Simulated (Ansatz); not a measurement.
Harmonic frequencies (cm⁻¹) at PBE0-D4/def2-TZVP from Ansatz: 217, 309, 412, 506, 771, 882, 886, 924, 948, 1040, 1094, 1153, 1167, 1192, 1224, 1290, 1459, 1481, 1673, 3063, 3076, 3110, 3129, 3239.

(1) Which molecule is it?
A. `C=C=C(C)Cl`
B. `C[SiH2][O][ZnH]`
C. `ClC1C=CC1`
D. `ClC1=CCC1`

Results:

(1) D.
